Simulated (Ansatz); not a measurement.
`F[SiH2][SiH](Cl)Cl`. Charge 0, multiplicity 1. The geometry is a stationary point of PBE0-D4/def2-TZVP. It is one conformer, not always the lowest.

```xyz
8

F    -0.432    0.848   -2.141
Si   -0.929    0.381   -0.691
Si    0.911   -0.215    0.632
Cl    1.905   -1.790   -0.220
Cl    0.123   -0.787    2.440
H    -1.819   -0.796   -0.847
H    -1.663    1.508   -0.063
H     1.904    0.851    0.891
```

**Question.** What is the dipole moment at ωB97M-V/def2-TZVPP? (Best estimate.)

**Answer.** Computed: 1.01 D, with components (-0.57, 0.73, 0.40) D in this frame, pointing from negative to positive charge.

**Question.** And with PBE, r2SCAN, B3LYP? (Estimate.)

**Answer.** Computed: PBE 0.93 D, r2SCAN 0.98 D, B3LYP 1.02 D.

**Question.** Give the Mulliken charges with ωB97M-V, PBE, B3LYP in def2-TZVPP. (Best estimate.)

**Answer.** Ansatz gave: 
```csv
atom,ωB97M-V,PBE,B3LYP
F1,-0.31,-0.28,-0.32
Si2,0.40,0.43,0.49
Si3,0.34,0.39,0.45
Cl4,-0.19,-0.19,-0.22
Cl5,-0.19,-0.19,-0.23
H6,-0.02,-0.05,-0.06
H7,-0.03,-0.06,-0.07
H8,-0.01,-0.05,-0.05
```

B3LYP here is the variant with VWN-RPA as its local correlation; programs differ in this.
